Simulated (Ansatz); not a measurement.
C$_{2}$H$_{5}$NOSn (`[CH3][SnH2][N]=C=O`) at its PBE0-D4/def2-TZVP geometry, where that method's forces vanish. Total charge 0; spin multiplicity 1. Sn: def2 effective core potential.

```xyz
10

C     0.1054   -1.7574    0.4873
Sn    0.6510    0.2932    0.4243
N    -0.9222    1.1962   -0.4886
C    -1.1631    2.0612   -1.2828
O    -1.4642    2.8900   -2.0514
H    -0.0124   -2.1317   -0.5291
H    -0.8399   -1.8600    1.0194
H     0.8716   -2.3400    0.9990
H     0.7527    1.0257    1.9599
H     2.0212    0.6230   -0.5379
```

Question: What forces (eV/Å) does ωB97M-V/def2-TZVPP give on these atoms in the Gaussian-basis code of Ansatz? (An estimate is asked.)

Answer: Ansatz gave: 
```
C1   0.010  0.014  0.000
Sn2  0.111  0.000  0.068
N3  -0.009 -0.005 -0.001
C4  -0.005 -0.068  0.058
O5  -0.021  0.093 -0.083
H6   0.006  0.018  0.086
H7   0.076 -0.003 -0.045
H8  -0.070  0.032 -0.043
H9  -0.003 -0.055 -0.108
H10 -0.096 -0.027  0.068
```
